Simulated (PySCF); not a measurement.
B(F)(H)(OAc) (C2H4BFO2), SMILES B(F)OC(C)=O. Atoms are numbered in the order given.

```xyz
10

B      1.1629     0.0181     1.1738
F      0.2453     0.3183     2.0735
H      2.3060    -0.1457     1.5039
O      0.8524    -0.0503    -0.1543
C     -0.4124    -0.1776    -0.6995
C     -0.4877     0.4926    -2.0422
O     -1.2844    -0.7863    -0.1545
H     -1.4792     0.3359    -2.4821
H      0.2942     0.0872    -2.7025
H     -0.2874     1.5698    -1.9293
```

Coordinates come from a B3LYP-D3(BJ)/def2-SVP optimisation. The structure was generated by enumeration, and PubChem lists no compound with its InChIKey, so it may never have been made. One conformer was computed; it need not be the lowest.

Two levels are set side by side: PBE/pcSseg-1 (PySCF) and PBE0/pcSseg-1 (PySCF). GIAO shifts against BF3 (¹¹B), CFCl3 (¹⁹F), H2O (¹⁷O), TMS (¹H), TMS (¹³C) at the same level; non-relativistic, no solvent, atoms listed together averaged. Differences are taken from unrounded values.

```json
[
 {"quantity": "δ(¹¹B) of B1 (ppm)", "PBE0": "12.3", "PBE": "11.8", "PBE minus PBE0": "-0.5"},
 {"quantity": "δ(¹⁹F) of F2 (ppm)", "PBE0": "-68.1", "PBE": "-78.6", "PBE minus PBE0": "-10.5"},
 {"quantity": "δ(¹H) of H3 (ppm)", "PBE0": "4.56", "PBE": "4.65", "PBE minus PBE0": "0.09"},
 {"quantity": "δ(¹⁷O) of O4 (ppm)", "PBE0": "279.7", "PBE": "300.7", "PBE minus PBE0": "21.0"},
 {"quantity": "δ(¹³C) of C5 (ppm)", "PBE0": "173.7", "PBE": "170.9", "PBE minus PBE0": "-2.8"},
 {"quantity": "δ(¹³C) of C6 (ppm)", "PBE0": "26.0", "PBE": "25.7", "PBE minus PBE0": "-0.3"},
 {"quantity": "δ(¹⁷O) of O7 (ppm)", "PBE0": "516.0", "PBE": "513.6", "PBE minus PBE0": "-2.4"}
]
```

Rough cost on one machine, each run with all the roots and properties that it gave: PBE0 against PBE within a factor of 2.
